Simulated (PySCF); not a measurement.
Compound: C5H14BN.
Z-matrix (Å and degrees, PBE0-D3(BJ)/def2-SVP geometry), rows numbered from 1:
```
B 
N   1  1.6289
C   2  1.4671  1  111.73
C   2  1.4671  1  112.10  3  -126.33
C   4  1.5398  2  119.51  1  -171.86
C   5  1.5413  4   87.56  2   141.72
C   4  1.5311  2  118.07  1   -65.52
H   1  1.2245  2  106.49  3  -175.64
H   1  1.2282  2  105.58  3    63.98
H   1  1.2264  2  105.53  3   -55.87
H   2  1.0227  1  105.23  3   117.23
H   3  1.1006  2  111.51  1   177.56
H   3  1.0964  2  108.83  1    55.72
H   3  1.0979  2  108.27  1   -61.69
H   4  1.1006  2  106.47  1    60.25
H   5  1.1000  4  118.40  2   -96.67
H   5  1.1030  4  111.06  2    29.94
H   6  1.1001  5  111.64  4    93.55
H   6  1.0990  5  117.52  4  -140.35
H   7  1.0975  4  117.57  2    94.67
H   7  1.1018  4  110.86  2   -30.44
```

The closed-shell ground state was solved at several levels (PySCF, density fitting, gas phase, non-relativistic).

| level | basis functions | HOMO (eV) | LUMO (eV) | gap (eV) | dipole (D) |
| --- | --- | --- | --- | --- | --- |
| B3LYP/pcJ-1 | 329 | -7.37 | 0.50 | 7.87 | 5.43 |
| PBE0/pcSseg-1 | 189 | -7.55 | 0.80 | 8.35 | 5.44 |
| wB97X-D/pcSseg-1 | 189 | -9.49 | 2.62 | 12.11 | 5.51 |

Task: Estimate the row for CAM-B3LYP/def2-SVPD, a basis of 252 functions; the other rows only guide the guess.

Result: HOMO -9.03 eV, LUMO 0.93 eV, gap 9.96 eV, dipole 5.30 D.

Task: Over all these levels, which gives the widest orbital gap and which the narrowest?

Result: wB97X-D/pcSseg-1 (range-separated hybrid) has the widest, 12.11 eV, and B3LYP/pcJ-1 (global hybrid, 20 % exact exchange) the narrowest, 7.87 eV. Functional and basis both differ between the two, so the spread mixes both effects.

Task: How far do the dipole and the HOMO energy spread over the levels?

Result: The dipole runs from 5.30 to 5.51 D (mean 5.42 D) and the HOMO from -9.49 to -7.37 eV.

One conformer stands for the species.
